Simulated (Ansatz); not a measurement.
Reaction (ligand exchange at the In–Cl bond): `[SH][In]([Cl])[Cl]` + dimethylamine → `C[N](C)[In]([SH])[Cl]` + HCl

Gas-phase electronic energies from Ansatz, PBE0-D4/def2-TZVP geometries. CCSD(T)/CBS adds triple-zeta CCSD(T) − MP2 to the extrapolated MP2 energy (def2 sets, frozen cores). This one scheme is used for every species. DFT in def2-TZVPP. def2 core potentials past Kr. For In outer-core shells are correlated without core-valence functions, which leaves a few kJ/mol of doubt a bond. Each species was taken in one conformer, which may not be the lowest.

| level | ΔE (kJ/mol) |
| --- | --- |
| ωB97X-V | 105.1 |
| B2PLYP | 105.6 |
| SCS-MP2/def2-QZVPP | 95.9 |
| CCSD/CBS(def2) | 99.5 |

**Question.** What does CCSD(T)/CBS give? (Estimate.)

**Answer.** The calculation gave: +94.4 kJ/mol. The listed levels differ from it by 10.7, 11.2, 1.5, 5.1 kJ/mol.

Largest T1 diagnostic among the species: 0.014.

In def2-TZVPP, CCSD(T) changes the Hartree–Fock value by −41.8 kJ/mol (the triples alone add −5.1 kJ/mol) and MP2 by −45.0 kJ/mol. From PBE to PBE0 (25 % exact exchange), in def2-TZVPP and without D4, ΔE moves by +6.2 kJ/mol. The D4 term adds −9.7 kJ/mol with B3LYP and −5.7 kJ/mol with PBE0; it sums over pairs of atoms, weighted by their polarisabilities, and B3LYP, whose exchange is more repulsive, gets the larger term.

B3LYP here is the variant with VWN-RPA as its local correlation; programs differ in this.
